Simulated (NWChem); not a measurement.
Species: CoBr₂, quartet; SMILES [Co]([Br])[Br]

Computed with NWChem. Pople sets run with spherical d functions. Spin-unrestricted. Medium grid unless said otherwise, to which SCAN and Minnesota functionals are sensitive. The geometry was optimised at PBE0/def2-SVP, spin-unrestricted. Not confirmed as a minimum by frequencies. This spin state was assumed; another may lie lower. No stability test was run on the SCF state.

Q: Among these, which level gives the highest value of “highest occupied level (eV)”?
A. BLYP/6-31G*
B. PW6B95/6-31G*
C. B97-2/6-31G*
D. B3LYP/6-31G*

A: A, BLYP/6-31G*. Values: PW6B95/6-31G* -8.10; B97-2/6-31G* -7.17; B3LYP/6-31G* -7.04; BLYP/6-31G* -5.73
